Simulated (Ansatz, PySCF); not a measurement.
Donor–acceptor adduct: BH3 (SMILES B) (first 4 atoms) with AsH3 (SMILES [AsH3]); geometry from B3LYP-D3(BJ)/def2-TZVP, rigid monomers moved along the line of their centres of mass till B1···As5 is 2.40 Å.
(charge 0, multiplicity 1):
```xyz
8

B     -0.005    -0.060     0.630
H     -0.866     0.778     0.579
H     -0.353    -1.182     0.377
H      1.066     0.266     0.193
As     0.432    -0.189     2.990
H     -0.690    -0.579     3.922
H      0.905     1.047     3.717
H      1.480    -1.155     3.489
```

Interaction energies are E(AB) − E(A) − E(B) at the monomers' geometry in the complex; basis-set methods are counterpoise corrected. Rows marked so take none.

Correlated levels freeze the cores. Filled d and f shells under p-block atoms count as core. CBS: X⁻³ extrapolation of the correlation energy, Hartree–Fock from the larger set. Rows in 3-21G, 6-31G* carry no dispersion term and start afresh at each structure (6-31G* with six Cartesian d functions); the Pople sets are all-electron and without relativity.

Codes used: Ansatz (Gaussian basis) for Hartree–Fock, density functionals and correlated methods; PySCF for 3-21G rows, 6-31G* rows. 

Problem. One of these levels gives -26.42 kcal/mol for the interaction energy. Name it.
A) B3LYP/6-31G*
B) HF/3-21G (no counterpoise)
C) PBE/def2-TZVPPD
D) CCSD(T)/CBS(aug-cc-pVDZ, aug-cc-pVTZ)

Solution. C, PBE/def2-TZVPPD. The others give -17.45 (HF/3-21G (no counterpoise)), -19.68 (B3LYP/6-31G*), -22.69 (CCSD(T)/CBS(aug-cc-pVDZ, aug-cc-pVTZ))

Ansatz is a quantum-chemistry and plane-wave program.
